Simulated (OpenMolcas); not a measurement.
**Pt3+: moving or changing the point charges**

Pt3+ among 4 point charges of -2 e arranged as a tetrahedron (Td), 2.13 Å from the ion.
```
   1.2298    1.2298    1.2298  -2.00
   1.2298   -1.2298   -1.2298  -2.00
  -1.2298    1.2298   -1.2298  -2.00
  -1.2298   -1.2298    1.2298  -2.00
```

```yaml
Program: OpenMolcas 26.06
Method: "SS-CASPT2, IPEA 0.25 Eh, imaginary shift 0.1 Eh (closed shells correlated: 4f 5s 5p)"
Basis: ANO-RCC-VDZP [7s6p4d2f]
Scalar_Hamiltonian: DKH2, point nucleus
Active_space: 7 electrons in 5 orbitals (5d)
State_averaging: 2S+1 = 4 even, 10 roots; 2S+1 = 2 even, 40 roots
Spin-orbit_coupling: RASSI with atomic mean-field integrals over the reference wave functions
```

Runs around this geometry, states (labels of Td). Energies in cm-1 above the lowest state or level, χT in cm3 K/mol.

```csv
R (Å),q (e),Ground state,First state of that spin,First gap with spin-orbit (degeneracies),χT at 300 K,First state of another spin
2.13,-1.6,4A2,4T2 2410,"1290 (4, 4)",4.327,2E 14730
1.92,-2,4A2,4T2 4220,"2280 (4, 4)",4.109,2E 15060
2.13,-2,4A2,4T2 2820,"1480 (4, 4)",4.270,2E 14850
2.35,-2,4A2,4T2 1990,"1020 (4, 4)",4.423,2E 14530
```

Taking the first state of the same spin as R^-n, n = -ln(1990 / 4220) / ln(2.35 / 1.92) = 3.7 between the shortest and longest distance.

Scaling the charges by -1.6 / -2 = 0.80 scales the first state of the same spin by 2410 / 2820 = 0.85; with fixed orbitals a first-order splitting would follow the charge.

Roots that are degenerate in the reference are averaged as groups; the widest CASPT2 spread within a group is 240 cm-1 (the 3-fold group of multiplicity 2 near 24700 cm-1 above the lowest state of its run, R = 1.92, q = -2). Shifts and gaps below about the spread of the groups concerned are not significant. Free-ion shares, where given, are those of the reference states; single-state CASPT2 does not remix them. Spin-orbit coupling mixes the spin-free states strongly: the lowest level takes only 41 % from its leading state, 4A2 (figures for R = 2.13, q = -1.6; the like holds for R = 1.92, q = -2, R = 2.13, q = -2, R = 2.35, q = -2). The ground term spreads over less than 5000 cm-1, several times less than with real ligands, so orbital moments are less quenched and χT lies further from the spin-only value than at real sites (holds for R = 2.13, q = -1.6; R = 2.35, q = -2). This is an electrostatic model: the charges have no orbitals. No measured value stands beside these numbers.
